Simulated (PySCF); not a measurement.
**Si: excitation energy**

Si [Ne] 3s2 3p2 (3P) → Si [Ne] 3s1 3p3 (5S), as a difference of total energies. Computed with PySCF 2.14 in aug-cc-pVDZ-DK (5s4p2d, 27 functions), with scalar relativity by spin-free X2C-1e. Correlated levels: valence: [Ne] frozen. The calculations carry no spin-orbit coupling.

| method | excitation energy (cm⁻¹) |
| --- | --- |
| UHF | 21655 |
| LDA | 35149 |
| PBE | 34368 |
| PBE0 | 33026 |
| r2SCAN | 29646 |
| B2PLYP | 35079 |
| wB97X-V | 35002 |
| BHandHLYP | 36472 |
| MN15 | 34053 |
| MP2 (valence) | 28015 |
| SCS-MP2 (valence) | 31051 |

A first-order spin-orbit estimate (lowest level to lowest level, LS coupling) adds 0.016 eV.
